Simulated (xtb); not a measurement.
xtb input (GFN2-xTB):

```bash
xtb mol.xyz --gfn 2 --ohess tight --chrg -1 --uhf 0
```
mol.xyz:
```
7

N     -1.06913157     1.09900040     0.00679194
B     -0.03975738     0.11866945    -0.03363570
O     -0.33948289    -1.29017101    -0.20099554
O      1.33181237     0.27239286     0.19630801
H     -0.65846133     2.02859942     0.16328135
H     -1.34741051    -1.28646522    -0.31302920
H      1.77445085    -0.61906019     0.16372360
```

End of the output:

```
    mode    ω/cm⁻¹     T·S(HO)/kcal·mol⁻¹    T·S(FR)/kcal·mol⁻¹   T·S(vib)
   ------------------------------------------------------------------------
   ------------------------------------------------------------------------

   temp. (K)  partition function   enthalpy   heat capacity  entropy
                                   cal/mol     cal/K/mol   cal/K/mol   J/K/mol
 298.15  VIB   2.41                 1196.018     10.593      5.757
         ROT  0.407E+05              888.752      2.981     24.072
         INT  0.979E+05             2084.770     13.574     29.829
         TR   0.448E+27             1481.254      4.968     38.170
         TOT                        3566.0238    18.5417    67.9993   284.5090

       T/K    H(0)-H(T)+PV         H(T)/Eh          T*S/Eh         G(T)/Eh
   ------------------------------------------------------------------------
    298.15    0.568282E-02    0.501400E-01    0.323086E-01    0.178314E-01
   ------------------------------------------------------------------------

         :::::::::::::::::::::::::::::::::::::::::::::::::::::
         ::                  THERMODYNAMIC                  ::
         :::::::::::::::::::::::::::::::::::::::::::::::::::::
         :: total free energy         -14.045464185091 Eh   ::
         ::.................................................::
         :: total energy              -14.063295537839 Eh   ::
         :: zero point energy           0.044457181860 Eh   ::
         :: G(RRHO) w/o ZPVE           -0.026625829112 Eh   ::
         :: G(RRHO) contrib.            0.017831352747 Eh   ::
         :::::::::::::::::::::::::::::::::::::::::::::::::::::

optimized geometry written to: xtbopt.xyz

           -------------------------------------------------
          | TOTAL ENERGY              -14.063295537839 Eh   |
          | TOTAL ENTHALPY            -14.013155535261 Eh   |
          | TOTAL FREE ENERGY         -14.045464185091 Eh   |
          | GRADIENT NORM               0.000254618148 Eh/α |
          | HOMO-LUMO GAP               6.619903035705 eV   |
           -------------------------------------------------
Note: The following floating-point exceptions are signalling: IEEE_DENORMAL
normal termination of xtb

------------------------------------------------------------------------
------------------------------------------------------------------------
 total:
 SCF:
 ANC optimizer:
 analytical hessian:
```

It need not be the lowest isomer of its formula. Whether it binds its extra electron was not tested at this geometry.
